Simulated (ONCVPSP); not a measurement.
# argon (Ar): ONCV pseudisation with PBE, scalar-relativistic reference atom.

ONCVPSP 4.0.1 input, shortened (lines: element, Z, core and valence counts, functional; n l f; lmax; l rc ep ncon nbas qcut; lloc lpopt rc5 dvloc0; l nproj debl; icmod fcfact rcfact), PBE, scalar-relativistic:

```
  Ar 18.00    3    2        4      upf
    1    0    2.00
    2    0    2.00
    2    1    6.00
    3    0    2.00
    3    1    4.50
    1
    0    0.85    0.00    3    6    9.60
    1    1.35    0.00    4    8    5.50
    4    1    0.55    1.00
    0    2    2.70
    1    1    3.70
    3    2.75    1.80
```

Results:

| Quantity | Value |
| --- | --- |
| Cutoffs needed | 82 Ha and 203 Ha (the cutoffs (Ha) at which the residual kinetic energy of the hardest occupied pseudo-wave falls to 1 and 0.1 mHa per electron) |
| Ghost test | ghosts flagged at negative energy: s at -347.6 eV; no localised positive-energy state flagged; a true bound ghost makes a file unfit for plane-wave use |
| Largest excitation error | +15 meV (all-electron minus pseudo) for 3s2 3p6, out of 4 test configurations |
| rms error of d²Exc/dni dnj | 1.85 mHa without and 3.76 mHa with the model core |

Generation and tests took about 2.1 s on one core of a shared server CPU.
